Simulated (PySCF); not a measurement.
An unknown is described by computed data only.

Formula: C2H3F5S.

| Property | Result |
| --- | --- |
| NMR, other nuclei | isotropic shieldings of nuclei other than C and H, by class: 20 (1 F), 58 (4 F), 263 (1 S) ppm [GIAO PBE0/pcSseg-1] |
| 1H NMR | chemical shifts (computed TMS as zero) by class: 7.11 (1 H), 6.61 (1 H), 6.40 (1 H) ppm [GIAO PBE0/pcSseg-1] |
| Dipole | 3.72 D [PBE0/pcSseg-1] |
| Rotational structure | rotational constants A, B, C: 2.389, 1.664, 1.643 GHz [GFN2-xTB] |
| 13C NMR | chemical shifts (computed TMS as zero) by class: 167.5 (1 C), 128.8 (1 C) ppm [GIAO PBE0/pcSseg-1] |

The electronic properties come from PySCF, for the isolated species, density fitting. Levels stand in brackets. Isolated species at its GFN2-xTB geometry, gas phase. Each NMR value is the plain mean over a class of atoms that symmetry, rotation or inversion makes alike.

Question: Propose a structure and show how it fits.

Answer: Numbering: `[CH2:1]=[CH:2][S:3]([F:4])([F:5])([F:6])([F:7])[F:8]`. 2 carbons fall into 2 classes; from least to most shielded: alkene CH carbon [C2] (167.5 ppm), terminal =CH2 carbon [C1] (128.8 ppm). Hydrogen classes from least to most shielded: 1 H on an alkene CH carbon, C2 (7.11 ppm), 1 H on a terminal =CH2 carbon, C1 (6.61 ppm), 1 H on a terminal =CH2 carbon, C1 (6.40 ppm). The other shieldings belong to: 20 ppm, sulfur-bound fluorine [F8]; 58 ppm, sulfur-bound fluorine [F4/F5/F6/F7]; 263 ppm, sulfur bonded to C and 5 F [S3]. The optimised geometry has point group Cs and is an asymmetric top. Structure: `FS(F)(F)(F)(C=C)F`. The assignments are read from this structure; whether some other isomer fits the data as well wasn't checked.

The values belong to the conformer `[CH2:1]=[CH:2][S:3]([F:4])([F:5])([F:6])([F:7])[F:8]`: C1–C2–S3–F4 -45°.
